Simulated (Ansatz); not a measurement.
Gas-phase reaction in SMILES: Cl[SiH2][SiH2]Cl [chloro(chlorosilyl)silane] → Cl[SiH-][SiH2]Cl + H+

Wanted: gas-phase deprotonation energy (electronic), in kcal/mol. Set-up: non-relativistic; LANL2DZ with its own core potentials from Na on; 6-31G* and kin with 6d, 5d where marked; valence correlation only; spin-orbit terms left out; dispersion terms only where a functional's name holds one; 6-311+G** with 5d, 6d on Na to Ar in Ansatz (a program for electronic structure). CBS(X,Y): correlation extrapolated as X^-3; Hartree-Fock from the larger set. Ab initio and DFT rows: single points at B3LYP-D3(BJ) geometries (Ansatz). Anions need diffuse functions, which STO-3G, LANL2DZ, def2-SVP, cc-pVDZ and Pople sets without + lack.

Coupled cluster (Ansatz) is a level with limits of its own, used here on species with T1 under 0.025 (0.045 for open shells) and stable references: CCSD(T)/CBS(aug-cc-pV(T+d)Z,aug-cc-pV(Q+d)Z).

Value to compare with, CCSD(T)/CBS(aug-cc-pV(T+d)Z,aug-cc-pV(Q+d)Z) (Ansatz): 350.9 kcal/mol.

```json
[
 {"level": "B3LYP/STO-3G", "program": "Ansatz", "gas-phase deprotonation energy (electronic) (kcal/mol)": "426.4", "difference": "75.5"},
 {"level": "B3LYP/3-21G", "program": "Ansatz", "gas-phase deprotonation energy (electronic) (kcal/mol)": "330.2", "difference": "-20.7"},
 {"level": "B3LYP/LANL2DZ", "program": "Ansatz", "gas-phase deprotonation energy (electronic) (kcal/mol)": "337.9", "difference": "-13.0"},
 {"level": "B3LYP/6-31G", "program": "Ansatz", "gas-phase deprotonation energy (electronic) (kcal/mol)": "330.8", "difference": "-20.1"},
 {"level": "B3LYP/6-31G*", "program": "Ansatz", "gas-phase deprotonation energy (electronic) (kcal/mol)": "349.9", "difference": "-1.0"},
 {"level": "B3LYP/6-31+G*", "program": "Ansatz", "gas-phase deprotonation energy (electronic) (kcal/mol)": "345.2", "difference": "-5.7"},
 {"level": "B3LYP/6-31G**", "program": "Ansatz", "gas-phase deprotonation energy (electronic) (kcal/mol)": "350.7", "difference": "-0.2"},
 {"level": "B3LYP/def2-SVP", "program": "Ansatz", "gas-phase deprotonation energy (electronic) (kcal/mol)": "354.0", "difference": "3.1"},
 {"level": "B3LYP/cc-pVDZ", "program": "Ansatz", "gas-phase deprotonation energy (electronic) (kcal/mol)": "348.6", "difference": "-2.3"},
 {"level": "B3LYP/6-311+G**", "program": "Ansatz", "gas-phase deprotonation energy (electronic) (kcal/mol)": "345.9", "difference": "-5.0"},
 {"level": "B3LYP/def2-TZVPD", "program": "Ansatz", "gas-phase deprotonation energy (electronic) (kcal/mol)": "349.7", "difference": "-1.2"}
]
```

Among the 10 habitual levels, B3LYP/STO-3G lies farthest from CCSD(T)/CBS(aug-cc-pV(T+d)Z,aug-cc-pV(Q+d)Z) (Ansatz) (75.5 kcal/mol) and B3LYP/6-31G** nearest (-0.2); 2 of 10 lie above it, and their mean absolute difference is 14.7 kcal/mol, the median 5.3. One case shows no general order.

The sets are all those run for this method; left out are runs that failed, that the program found above a lower state of the same kind, or whose <S^2> lies over 0.5 above the pure value.
